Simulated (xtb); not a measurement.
C4H7FSi, SMILES C=C=C(F)[SiH2]C. All values are semi-empirical tight-binding results from xtb (GFN2-xTB unless named), good for trends rather than for accurate numbers. The structure is a stationary point at GFN2-xTB. The structure was generated by enumeration, and PubChem lists no compound with its InChIKey, so it may never have been made. Other conformers were not sampled.

The geometry has at least one imaginary mode, so it is a saddle point at that level.

| Quantity | Value |
|---|---|
| orbital gap | 4.55 eV |
| dipole moment | 2.70 D |
| static polarisability (D4 model) | 75.9 bohr³ |
| solvation energy, GFN2-xTB/ALPB(water) | -2.3 kcal/mol |
| solvation energy, GFN2-xTB/ALPB(chcl3) | -6.1 kcal/mol |
